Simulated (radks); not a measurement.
Te, configuration [Kr] 4d10 5s2 5p4. Calculated with a radial shooting solver on a logarithmic mesh with Libxc functionals: scalar-relativistic Kohn-Sham, BLYP, spin-polarised, spherical densities, finite nucleus; open shells are filled with parallel spins first (spin-orbit coupling, left out, can overturn this in heavy ions); Fermi nuclear charge, rms radius 4.7423 fm.

Normalised radial functions P(r) = r R(r), r in bohr:

```
   r/bohr * 4p down, o 5p up, + 5p down (the largest magnitude, 1.26, reaches the edge; | marks zero, & curves that meet)
 0.001114                             &
 0.001286                             &
 0.001497                             &
 0.001729                             &
 0.001997                             &
 0.002306                             &
 0.002663                             &
   0.0031                             &
 0.003581                             &
 0.004135                             &
 0.004776                             &
 0.005515                             &
  0.00637                             &*
 0.007415                             &*
 0.008564                             &*
  0.00989                             &*
  0.01142                             & *
  0.01319                             |&*
  0.01536                             |& *
  0.01774                             |& *
  0.02048                             |&  *
  0.02365                             |&   *
  0.02732                             | &   *
   0.0318                             | &    *
  0.03673                             | &     *
  0.04242                             | +o     *
  0.04899                             |  &      *
  0.05657                             |  &      *
  0.06586                             |  &      *
  0.07606                             |  &     *
  0.08784                             | &     *
   0.1014                             |&   *
   0.1172                             &*
   0.1353                          * &|
   0.1575                     *     & |
   0.1819                 *        &  |
   0.2101               *         &   |
   0.2426              *          &   |
   0.2802                *        &   |
   0.3262                     *     & |
   0.3767                            *&
   0.4351                             |  &   *
   0.5025                             |    &          *
   0.5803                             |     &                *
   0.6756                             |     +o                   *
   0.7802                             |    &                     *
    0.901                             | +o                    *
    1.041                            &|                   *
    1.202                        &    |              *
    1.399                    &        |        *
    1.616                 &           |     *
    1.866               &             |  *
    2.155              o+             |*
    2.489               &             |*
    2.874                o+           *
    3.346                   &         *
    3.864                     &       *
    4.463                       &     *
    5.154                         &   *
    5.952                          +o *
    6.929                           +o*
    8.003                            &*
    9.242                             &
```

4p down: eigenvalue -113.95 eV, 2 radial nodes at r = 0.123, 0.384 bohr, <r> = 0.821 bohr, 90 % of the charge inside 1.20 bohr. 5p up: eigenvalue -6.208 eV, 3 radial nodes at r = 0.122, 0.372, 1.000 bohr, <r> = 2.65 bohr, 90 % of the charge inside 4.03 bohr. 5p down: eigenvalue -5.188 eV, 3 radial nodes at r = 0.122, 0.372, 0.998 bohr, <r> = 2.73 bohr, 90 % of the charge inside 4.19 bohr.
